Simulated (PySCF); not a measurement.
Species: C₃H₁₂GeSi.
Cartesian coordinates in Å at the GFN2-xTB level; atoms count from 1:
```xyz
17
C3H12GeSi angstrom
C     -0.815    0.844    1.474
C     -0.870   -0.460    0.686
C     -1.636   -0.253   -0.616
Si     0.891   -1.117    0.339
Ge     2.086    0.434   -0.939
H     -0.298    0.706    2.421
H     -1.819    1.213    1.684
H     -0.288    1.610    0.903
H     -1.411   -1.198    1.286
H     -1.711   -1.183   -1.177
H     -1.131    0.485   -1.240
H     -2.645    0.109   -0.418
H      0.793   -2.399   -0.372
H      1.572   -1.360    1.618
H      1.508    0.765   -2.286
H      3.489    0.024   -1.276
H      2.279    1.791   -0.324
```

PySCF, density fitting, gas phase, GFN2-xTB geometry. The standard run uses grid level 2 after a coarse-grid start, the def2-universal JK fitting basis (with tight functions added where the orbital basis needs them), an energy threshold of 1e-9 Eh and DIIS. The changed runs have no coarse-grid stage.

Task: Standard PBE0/def2-SVPD: E = -2487.063953 Eh, HOMO -8.053 eV, LUMO 0.129 eV, dipole 1.216 D, 10 cycles (coarse-grid cycles included). What changes at PBE0/def2-SVPD with: start guess atom, energy threshold 1e-08 Eh?

Result: E = -2487.063953 Eh (0.000 mEh), HOMO -8.053 eV (0.000), LUMO 0.129 eV (0.000), dipole 1.216 D (0.000), 9 SCF cycles. The result matches the standard run within 0.02 mEh and 0.003 eV; such settings steer the iterations and don't enter the energy expression.

The cycles:
```
cycle   1  E = -2486.8157222056  dE =  1.171e+00  |g| = 9.747e-01  |ddm| = 5.199e+00
cycle   2  E = -2486.6284422680  dE =  1.873e-01  |g| = 1.242e+00  |ddm| = 2.923e+00
cycle   3  E = -2487.0600129673  dE = -4.316e-01  |g| = 1.168e-01  |ddm| = 1.833e+00
cycle   4  E = -2487.0633065158  dE = -3.294e-03  |g| = 5.059e-02  |ddm| = 2.619e-01
cycle   5  E = -2487.0639278056  dE = -6.213e-04  |g| = 9.488e-03  |ddm| = 7.195e-02
cycle   6  E = -2487.0639519181  dE = -2.411e-05  |g| = 1.445e-03  |ddm| = 2.089e-02
cycle   7  E = -2487.0639526271  dE = -7.091e-07  |g| = 3.652e-04  |ddm| = 4.247e-03
cycle   8  E = -2487.0639526761  dE = -4.899e-08  |g| = 1.124e-04  |ddm| = 9.572e-04
cycle   9  E = -2487.0639526782  dE = -2.088e-09  |g| = 2.823e-05  |ddm| = 1.769e-04
```
